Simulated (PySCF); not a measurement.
The dipole of trifluorosilane (`F[SiH](F)F`) from its density and from atomic charges.

Coordinates (PBE0-D3(BJ)/def2-SVP, Å) and charges (e) from the PBE0/pcSseg-1 density (PySCF):

| atom | x | y | z | Mulliken | IAO | Hirshfeld | ESP-fitted |
| --- | --- | --- | --- | --- | --- | --- | --- |
| F1 | -0.797 | 1.304 | -0.411 | -0.4046 | -0.5138 | -0.1892 | -0.3005 |
| Si2 | 0.010 | 0.001 | 0.042 | +1.3509 | +1.6976 | +0.6103 | +1.0132 |
| F3 | -0.817 | -1.282 | -0.433 | -0.4046 | -0.5138 | -0.1892 | -0.3001 |
| F4 | 1.412 | -0.003 | -0.727 | -0.4046 | -0.5138 | -0.1891 | -0.2998 |
| H5 | 0.208 | -0.014 | 1.495 | -0.1372 | -0.1562 | -0.0433 | -0.1128 |

Question: Compute μ = Σ q r for each scheme (1 e·Å = 4.803 D) and compare with the dipole of the full density.

Answer: The full density gives (0.22, -0.02, 1.59) D, 1.61 D in size; dipole vectors point from the negative to the positive end.

```tsv
scheme	μx	μy	μz	size (D)	share of the full size (%)	angle to the full dipole (°)
Mulliken	0.32	-0.02	2.34	2.36	147	0
IAO	0.43	-0.03	3.10	3.13	195	0
Hirshfeld	0.17	-0.01	1.24	1.25	78	0
ESP-fitted	0.23	-0.02	1.66	1.68	104	0
```

Question: Which set comes closest?

Answer: Length of the difference vector: ESP-fitted 0.07 D, Hirshfeld 0.36 D, Mulliken 0.76 D, IAO 1.52 D. Closest: ESP-fitted. 

Question: What is left for the Hirshfeld atoms' own dipoles?

Answer: The shares of the density sum to the whole, so what Σ q r misses lies in dipoles about the nuclei. The atomic dipoles sum to (0.22, -0.02, 1.59) − (0.17, -0.01, 1.24) = (0.05, -0.01, 0.35) D, 0.36 D in size.

Question: With the origin at the mean of the coordinates, (0.003, 0.001, -0.007) Å, which are the largest single terms, by size, of the IAO dipole along the direction of the full one?

Answer: F1 +1.29, F3 +1.29, F4 +1.29, H5 -1.14, Si2 +0.40 D; all 5 atoms together +3.13 D. The single terms depend on the origin, their sum doesn't.

Question: Give the size of the full dipole in other units.

Answer: 1.61 D = 0.632 au = 0.335 e·Å = 5.36 × 10⁻³⁰ C·m.

Geometry: PBE0-D3(BJ)/def2-SVP; no solvent, vibrations or thermal averaging.

These values come from a run that also computed NMR shieldings. The run took 3.3 s wall on Arm Neoverse V1, one thread, shared host.
